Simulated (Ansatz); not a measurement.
Ansatz (an electronic-structure program) input:

Ansatz 0.2 input:
```yaml
crystal:
  periodic: [false, false, false]
  atoms:
    - {symbol: C, position_ang: [-3.23297120, 1.06254893, 0.15580771]}
    - {symbol: C, position_ang: [-2.27107976, 0.04754257, -0.34060018]}
    - {symbol: C, position_ang: [-0.84961825, 0.22114586, 0.24526310]}
    - {symbol: C, position_ang: [0.11530059, -0.83249670, -0.28563869]}
    - {symbol: S, position_ang: [1.80161820, -0.73824508, 0.38862328]}
    - {symbol: C, position_ang: [2.38964608, 0.78505379, -0.39861719]}
    - {symbol: H, position_ang: [-3.32636515, 2.02415207, -0.33056070]}
    - {symbol: H, position_ang: [-3.74782357, 0.92455730, 1.09698490]}
    - {symbol: H, position_ang: [-2.20040595, 0.09628848, -1.43211383]}
    - {symbol: H, position_ang: [-2.62151285, -0.95937499, -0.09056590]}
    - {symbol: H, position_ang: [-0.48603477, 1.22142148, 0.00034672]}
    - {symbol: H, position_ang: [-0.89031795, 0.15979780, 1.33457394]}
    - {symbol: H, position_ang: [0.17369700, -0.79297857, -1.37651811]}
    - {symbol: H, position_ang: [-0.23296163, -1.83275768, -0.01954320]}
    - {symbol: H, position_ang: [3.43845486, 0.89402648, -0.12629982]}
    - {symbol: H, position_ang: [1.84547968, 1.66054118, -0.04728129]}
    - {symbol: H, position_ang: [2.31423440, 0.71348112, -1.48428386]}
basis:
  gaussian:
    orbitals: def2-TZVPD
hamiltonian:
  xc: {name: PBE0}
magnetization: {spin_polarized: true, initial_magnetization: 1}
output: {forces: true}
```

Problem. What final total energy does it print?

Solution. -594.98155 Eh (PBE0/def2-TZVPD). The basis has 330 functions.

It need not be the lowest isomer of its formula.
